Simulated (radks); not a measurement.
Values are calculated unless marked as measured or tabulated.
Question: Valence configurations of Cu (all share [Ar]). Level of theory: non-relativistic Kohn-Sham, PBE, spin-polarised, spherical densities, point nucleus; open shells are filled with parallel spins first (a radial shooting solver on a logarithmic mesh with Libxc functionals). Order these by energy: 3d9.5 4s0.5 4p1; 3d8 4s1.5 4p1.5; 3d7 4s2 4p2; 3d8 4s1 4p2; 3d9 4s1 4p1; 3d9 4s2; 3d8 4s2 4p1; 3d10 4p1; 3d9.5 4s1 4p0.5; 3d10 4s1.

Answer: From the lowest, in eV above it: 3d10 4s1 0.000; 3d9 4s2 2.376; 3d9.5 4s1 4p0.5 2.545; 3d10 4p1 4.009; 3d9.5 4s0.5 4p1 4.794; 3d9 4s1 4p1 6.163; 3d8 4s2 4p1 13.088; 3d8 4s1.5 4p1.5 15.211; 3d8 4s1 4p2 17.017; 3d7 4s2 4p2 29.355. NIST lists [Ar] 3d10 4s1 as the ground configuration; this level of theory agrees among the configurations tried. The energies are those of spherical high-spin densities, not of single terms.
